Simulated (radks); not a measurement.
The numbers below are computed, except where a source is named.
Problem. Isoelectronic series with 13 electrons, each ion in its NIST ground configuration. Code: a radial shooting solver on a logarithmic mesh with Libxc functionals. Model: scalar-relativistic Kohn-Sham, r2SCAN, spin-unpolarised, spherical densities, finite nucleus; meta-GGA in the generalised Kohn-Sham scheme; Fermi nuclear charge, rms radius of each element as measured or else 0.836 A^(1/3) + 0.57 fm. Total energies (hartree) and mean radii <r> (bohr):

ion    configuration  E (hartree)      3p      3s
Al      [Ne] 3s2 3p1   -242.78168   3.393   2.580
S3+     [Ne] 3s2 3p1   -396.66545   1.663   1.530
K6+     [Ne] 3s2 3p1   -590.30249   1.157   1.116
Ti9+    [Ne] 3s2 3p1   -823.85186  0.8947  0.8839
Mn12+   [Ne] 3s2 3p1  -1097.59913  0.7314  0.7331
Ni15+   [Ne] 3s2 3p1  -1411.90537  0.6191  0.6265
Ga18+   [Ne] 3s2 3p1  -1767.19681  0.5369  0.5469
Rb24+   [Ne] 3s2 3p1  -2602.77235  0.4241  0.4356
Zr27+   [Ne] 3s2 3p1  -3084.24408  0.3836  0.3950
Tc30+   [Ne] 3s2 3p1  -3609.08218  0.3501  0.3610
Pd33+   [Ne] 3s2 3p1  -4178.07022  0.3219  0.3322
In36+   [Ne] 3s2 3p1  -4792.07714  0.2977  0.3074
Te39+   [Ne] 3s2 3p1  -5452.05873  0.2768  0.2858
Cs42+   [Ne] 3s2 3p1   -6159.0843  0.2586  0.2668
Ce45+   [Ne] 3s2 3p1   -6914.3206  0.2424  0.2499
Pm48+   [Ne] 3s2 3p1   -7719.0601  0.2281  0.2349

Estimate the row of Se21+ ([Ne] 3s2 3p1).

Solution. E (hartree) -2163.96605; 3p 0.4739; 3s 0.4851.
